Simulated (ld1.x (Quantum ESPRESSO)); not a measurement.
## Cutoff test, Be, ultrasoft

* Element: Be
* Generator: ld1.x (Quantum ESPRESSO) 7.5
* Type: ultrasoft
* Functional: LDA (PZ)
* Relativity: scalar-relativistic
* Frozen core: [He]
* Valence charge: 2
* Reference configuration: 2s1.5 2p0 (charge +0.5)
* Partial waves: 2s (bound): rcut 2.00, rcutus 2.30 bohr; 2s channel at -0.3 Ry: rcut 2.00, rcutus 2.30 bohr; 2p (bound, empty): rcut 2.30, rcutus 2.70 bohr; 2p channel at 4.05 Ry: rcut 2.30, rcutus 2.70 bohr
* Local potential: all-electron potential smoothed inside 2.20 bohr (lloc = -1)
* Core correction: Bessel-smoothed model core, default radius (core density twice the valence density)
* Augmentation charge: PSQ, radius 2.20 bohr

The pseudo-atom Hamiltonian at the reference potential is diagonalised in spherical Bessel functions j_l(qr) that vanish at 20 bohr, with q² up to the cutoff. All-electron valence levels (Ry): 2s -0.6957, 2p -0.4218.

Problem. How do the lowest levels (Ry) of each channel move with the cutoff, and are there ghosts?

Solution.

```
cutoff (Ry)     s #1     p #1     d #1    f #1  Σ f·Δε (mRy)
          8  -0.6957  -0.4198  -0.0322  0.0375           0.1
         10  -0.6957  -0.4216  -0.0322  0.0375           0.1
        400  -0.6957  -0.4218  -0.0322  0.0375           0.0
```

Result: no extra level below or beside the all-electron valence levels (s, p, d, f tested); 10 mRy is reached at 6 Ry and 1 mRy at 6 Ry.
